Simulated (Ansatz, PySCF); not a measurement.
Sb(Br)(OH)2 (BrH₂O₂Sb), SMILES [Br][Sb]([OH])[OH].

The structure is a stationary point at B3LYP-D3(BJ)/def2-SVP. The structure was generated by enumeration; whether it is a known compound was not checked. The def2 effective core potentials stand for the cores of Sb; spin–orbit coupling is left out. The values are those of a single conformer.

Vertical ionisation energy (IE) and electron affinity (EA) in eV. Rows of orbital energies are one-electron estimates. Where ΔSCF, EOM or ADC give a negative EA the extra electron is unbound and the value depends on the basis.

| level | IE | EA |
|---|---|---|
| −ε(HOMO), −ε(LUMO), r2SCAN/def2-TZVP (PySCF) | 7.36 | 2.40 |
| −ε(HOMO), −ε(LUMO), PBE/def2-TZVP (PySCF) | 7.02 | 2.53 |
| ΔSCF, CAM-B3LYP/def2-SVPD (Ansatz), final states of multiplicity 2 and 2 | 10.60 | 0.31 |
| ΔSCF, PBE/def2-SVPD (Ansatz), final states of multiplicity 2 and 2 | 9.99 | 0.20 |

**Question.** What vertical singlet–triplet gap does ΔSCF give with CAM-B3LYP/def2-SVPD (Ansatz, a program for electronic structure) and with PBE/def2-SVPD (Ansatz)? (The exact figures need the calculation; the answer reports its results.)

**Answer.** 4.48 and 4.22 eV (triplet above singlet where positive).
